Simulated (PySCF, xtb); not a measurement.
cycl[3.3.3]borane (C12H9B), SMILES C1C2=CC=CC3=CC=CC(B23)=CC=1.

Harmonic wavenumbers (cm⁻¹) from GFN2-xTB in xtb at its own minimum, in rising order: 123, 123, 124, 251, 327, 327, 387, 401, 401, 416, 416, 467, 526, 526, 609, 664, 705, 705, 717, 786, 786, 808, 881, 891, 891, 917, 921, 921, 980, 1032, 1032, 1095, 1102, 1102, 1199, 1199, 1208, 1217, 1242, 1242, 1329, 1364, 1364, 1403, 1403, 1420, 1497, 1498, 1522, 1568, 1569, 3001, 3002, 3003, 3017, 3017, 3018, 3057, 3058, 3060.

Task: What does B3LYP-D3(BJ)/def2-SVP run with PySCF 2.14.0 give at its own minimum? (Estimate from the structure and the level; the computed values follow.)

Result: 147, 168, 168, 311, 342, 408, 408, 444, 444, 446, 446, 448, 597, 597, 602, 735, 770, 776, 776, 826, 826, 847, 877, 956, 976, 976, 1021, 1021, 1024, 1033, 1033, 1075, 1100, 1100, 1195, 1195, 1216, 1255, 1264, 1264, 1371, 1419, 1419, 1434, 1434, 1506, 1532, 1569, 1570, 1628, 1628, 3121, 3121, 3123, 3123, 3124, 3124, 3187, 3187, 3187. Paired by order, the mean absolute difference is 53 cm⁻¹ and the zero-point energies are 104.1 and 108.5 kcal/mol.
